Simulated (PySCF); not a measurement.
Isomers of C7H12Si. Method used: PBE0-D3(BJ)/def2-SVP geometry optimisation, gas phase in PySCF. Energies are electronic, without zero-point or thermal terms, for one conformer each. No frequencies were run at this level. Point groups hold within 0.08 Å.

Question: Order them by energy at this level, lowest first, and give relative energies in kcal/mol.
A. `[CH3:1][CH:2]([CH3:3])[C:4]1=[CH:5][SiH2:6][CH:7]=[CH:8]1` with C1–C2–C4–C5 118°
B. `[CH2:1]=[CH:2][CH2:3][SiH:4]1[CH2:5][CH:6]=[CH:7][CH2:8]1` with C1–C2–C3–Si4 102°, C2–C3–Si4–C5 -68°, C3–Si4–C5–C6 -103°, Si4–C5–C6–C7 -10°, C6–C7–C8–Si4 10°, C3–Si4–C8–C7 102°

Answer: B (0.0), A (3.1).

```csv
SMILES,E (Eh),E rel (kcal/mol),dipole (D),point group,"A, B, C (MHz)"
C=CC[SiH]1CC=CC1,-562.70829,0.0,0.40,C1,"3291, 1067, 929.1"
CC(C)C1=C[SiH2]C=C1,-562.70328,3.1,1.13,Cs,"3577, 1016, 965.4"
```

How do the relative energies change in single points at PBE0/pcSseg-1 (no added dispersion term) on the same geometries?

```tsv
SMILES	PBE0-D3(BJ)/def2-SVP (kcal/mol)	PBE0/pcSseg-1 (kcal/mol)	shift
C=CC[SiH]1CC=CC1	0.0	0.0	0.0
CC(C)C1=C[SiH2]C=C1	3.1	3.5	+0.4
```

Each column counts from its own lowest isomer. The order is unchanged; the largest shift is 0.4 kcal/mol.

As an exercise, what shares would exp(−E/RT) give at 1000 K from these electronic energies alone (no entropy, no degeneracies)?

RT = 1.987 kcal/mol: C=CC[SiH]1CC=CC1 82.9 %, CC(C)C1=C[SiH2]C=C1 17.1 %.
